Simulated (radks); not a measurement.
The titanium ion Ti5+, configuration [Ne] 3s2 3p5.

Calculated with a radial shooting solver on a logarithmic mesh with Libxc functionals: Dirac Kohn-Sham, BLYP, spin-unpolarised, spherical densities, finite nucleus; open shells fill j = l - 1/2 first; Fermi nuclear charge, rms radius 3.5921 fm.

Energy parts (hartree):
total: -846.83709
kinetic: 855.32798
electron-nucleus: -1965.13686
Hartree: 302.92181
exchange-correlation: -39.95002

Orbitals (lengths in bohr, moments of r in powers of bohr; <r^-3> diverges for s and p1/2):
\begin{tabular}{lrrr}
orbital & occ. & eigenvalue (hartree) & <r^-3> \\ \hline
1s1/2 & 2 & -181.9699 & - \\
2s1/2 & 2 & -22.72274 & - \\
2p1/2 & 2 & -19.47040 & - \\
2p3/2 & 4 & -19.25761 & 260.7 \\
3s1/2 & 2 & -4.95908 & - \\
3p1/2 & 2 & -4.06638 & - \\
3p3/2 & 3 & -4.03724 & 35.90 \\
\end{tabular}

The highest occupied level is 3p3/2 at -109.86 eV. For comparison, the ionisation energy in NIST's Atomic Spectra Database is 119.53 eV (semi-empirical). In exact Kohn-Sham theory the highest level is minus the ionisation energy, but local and semilocal functionals leave it too shallow, through self-interaction and a potential that decays too fast; potentials with the right tail come closer. The electron density at the nucleus is 8508 e/bohr^3. Summed over all electrons, <r^2> = 8.717 bohr^2, which gives a Langevin (diamagnetic) susceptibility term of -6.9 x 10^-6 cm^3/mol. The density falls to 0.001 e/bohr^3 at r = 2.41 bohr.

Beside tabulated values, note that spin-unpolarised runs miss the spin-polarisation part of the exchange energy of open shells.
